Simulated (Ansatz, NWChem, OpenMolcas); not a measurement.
**Abstraction of H: GeH(OH)3 + CH3S2 → Ge(OH)3 + CH4S2**

Gas-phase species: GeH(OH)3, singlet; CH3S2 (methyldithio radical) `CS[S]`, doublet; Ge(OH)3, doublet; CH4S2 (methyl hydrodisulfide) `CSS`, singlet. A radical takes H: the energy is the difference in strength between the Ge–H bond broken and the S–H bond made.

Shapes, held fixed at every level: PBE0-D4/def2-TZVP. Flexible molecules stand in one conformer, not always the lowest. Programs: Ansatz 0.2.0, NWChem 7.3.0, OpenMolcas 26.06. A level may come from different programs for different species; with the same settings they agree closely. The zero-point and thermal change to 298 K, harmonic and unscaled (PBE0-D4/def2-TZVP), is +0.1 kJ/mol.

| level | kind | ΔH(298 K) (kJ/mol) | less CCSD(T)/def2-TZVPP |
| --- | --- | --- | --- |
| HF/def2-SVP | Hartree–Fock | +76.2 | +7.7 |
| B3LYP/6-31G* (Cartesian functions) | global hybrid | +62.9 | -5.6 |
| B3LYP-D4/def2-TZVPP | global hybrid | +56.5 | -12.0 |
| PBE0-D4/def2-TZVPP | global hybrid | +57.0 | -11.5 |
| wB97X-V/def2-TZVPP | range-separated hybrid | +63.2 | -5.3 |
| CCSD/def2-SVP | coupled cluster or CI | +72.7 | +4.2 |
| CCSD/def2-TZVPP | coupled cluster or CI | +68.9 | +0.4 |
| CCSD(T)/def2-TZVPP | coupled cluster or CI | +68.5 | 0.0 |

The highest level, CCSD(T)/def2-TZVPP, gives ΔH(298 K) = +68.5 kJ/mol; the levels span +56.5 to +76.2. The column of differences is taken from that level and isn't an error. No measured value is set beside it here. Open shells run unrestricted. Relativity is left out for Ge. Outer-core shells of Ge are correlated, in sets that cover them unevenly.
